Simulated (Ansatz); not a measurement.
Compare A (`[SiH3]OBO[SiH3]`) with its isomer B (`BO[SiH2][SiH2]O`).

Gas-phase electronic energies from Ansatz, PBE0-D4/def2-TZVP geometries. CBS: MP2 limit from def2 TZ/QZ plus the TZ coupled-cluster correction, frozen cores. Functionals use def2-TZVPP. B3LYP here is the variant with VWN-RPA as its local correlation; programs differ in this. One conformer a species, not always the lowest.

Problem. Which is lower in electronic energy at CCSD(T)/CBS, and by how much? (An estimate is asked.)

Solution. Computed: A, by 159.3 kJ/mol.

Problem. Give E(B) − E(A) in kJ/mol with LDA (SPW92), PBE-D4, B3LYP-D4, CCSD(T)/def2-TZVPP, ωB97M-V, CCSD(T)/def2-SVP, B2PLYP. (Estimate.)

Solution. The calculation gave: LDA (SPW92) 153.1, PBE-D4 141.2, B3LYP-D4 159.5, CCSD(T)/def2-TZVPP 162.6, ωB97M-V 163.8, CCSD(T)/def2-SVP 186.1, B2PLYP 164.0. None reverses the order clearly.

Problem. Does the order hold for the free energy at 298.15 K (harmonic terms from PBE0-D4)? (An estimate is asked.)

Solution. Computed: Yes: G(B) − G(A) = +161.0 kJ/mol, for one conformer each. Modes under 60 cm⁻¹, often nearly free rotors, make the harmonic entropy too high.

Largest T1 diagnostic: 0.013.

From PBE to PBE0 (25 % exact exchange), in def2-TZVPP and without D4, E(B) − E(A) moves by +6.8 kJ/mol. In def2-TZVPP, CCSD(T) changes the Hartree–Fock value by −17.9 kJ/mol (the triples alone add −1.7 kJ/mol) and MP2 by −13.5 kJ/mol.
